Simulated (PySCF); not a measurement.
SnH2F2, SMILES [SnH2]([F])[F].

The structure is a stationary point at B3LYP-D3(BJ)/def2-TZVP. The def2 effective core potentials stand for the cores of Sn; spin–orbit coupling is left out.

All values below come from C-PCM-M06-2X/def2-SVP (PySCF 2.14.0).

The values are the electrostatic part of the solvation free energy, E(continuum) − E(gas) at the gas-phase geometry, in a cavity of scaled van der Waals radii (PySCF's table); cavitation and dispersion terms are not included. A continuum can't describe solvent molecules that bind to the metal. In vacuum the orbital gap is 11.38 eV. The dipole moment in vacuum is 3.62 D.

Computed values in water (ε = 78.36), dimethylsulfoxide (ε = 46.83), acetone (ε = 20.49):
| solvent | ε | ΔG(elec) (kcal/mol) | dipole (D) | gap (eV) |
|---|---|---|---|---|
| water | 78.36 | -7.5 | 4.33 | 11.34 |
| dimethylsulfoxide | 46.83 | -7.5 | 4.32 | 11.34 |
| acetone | 20.49 | -7.2 | 4.30 | 11.34 |
